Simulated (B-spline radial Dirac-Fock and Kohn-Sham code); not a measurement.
**Mo 3d5/2: cross section and angular parameters**

System: the Mo atom in the configuration 1s2 2s2 2p6 3s2 3p6 3d10 4s2 4p6 4d5 5s1; threshold 227.9 eV (tabulated edge). Model: Dirac-Hartree-Slater photoionisation with a Latter tail; cross sections with all multipoles, angular parameters from the dipole term and its interference with E2. Program: an atomic code on a B-spline grid.

Input file task.json (cfg lists n, l and occupation; rrms is the nuclear radius in fm):

```json
{"items": [{
  "Z": 42,
  "q": 0,
  "cfg": [[1, 0, 2], [2, 0, 2], [2, 1, 6], [3, 0, 2], [3, 1, 6], [3, 2, 10], [4, 0, 2], [4, 1, 6], [4, 2, 5], [5, 0, 1]],
  "A": 98,
  "rrms": 4.4091,
  "do": "xps",
  "hv": [55.5, 68.7, 95.8, 118.0, 154.0, 200, 246.0, 291.0, 303.0, 600, 656.0, 741.0, 800, 1000, 1550.0, 1590.0, 2290.0, 2360.0, 3480.0, 5414.7, 6460.0, 7610.0, 8047.8, 8240.0, 11400.0, 12000, 13500.0, 14000.0, 15000],
  "edges": {"K": 20000.0, "L1": 2866.0, "L2": 2625.0, "L3": 2520.0, "M1": 506.3, "M2": 411.6, "M3": 394.0, "M4": 231.1, "M5": 227.9, "N1": 63.2}
}]}
```

Command: `python xray2_run.py task.json out`

For linearly polarised light dσ/dΩ = σ/(4π) [1 + β P₂(cos θ) + (δ + γ cos²θ) sin θ cos φ], with θ from the polarisation vector and φ the angle between the beam and the projection of the electron momentum on the plane normal to the polarisation.

```csv
hν (eV),σ (kb),β,γ,δ
246,623,1.480,0.047,-0.001
291,?,?,?,?
303,2590,0.300,-0.024,0.005
600,892,1.065,0.020,0.029
656,721,1.110,0.042,0.032
741,533,1.158,0.078,0.036
800,437,1.180,0.104,0.039
1000,240,1.217,0.193,0.047
1550,66.3,1.192,0.410,0.069
1590,61.3,1.187,0.424,0.070
2290,19.0,1.097,0.633,0.098
2360,17.2,1.088,0.651,0.101
3480,4.53,0.954,0.880,0.147
5414.7,0.900,0.786,1.123,0.226
6460,0.460,0.720,1.212,0.267
7610,0.244,0.660,1.288,0.310
8047.8,0.196,0.640,1.313,0.327
8240,0.178,0.632,1.323,0.334
11400,0.0485,0.522,1.448,0.443
12000,0.0394,0.506,1.465,0.462
13500,0.0242,0.468,1.501,0.510
14000,0.0209,0.456,1.510,0.525
15000,0.0157,0.435,1.527,0.556
```

Question: Give the values at 291 eV.

Answer: σ = 2570 kb, β = 0.267, γ = -0.019, δ = 0.004.

Values without a named source are computed, but for edge energies of neutral atoms, which are taken from tables.
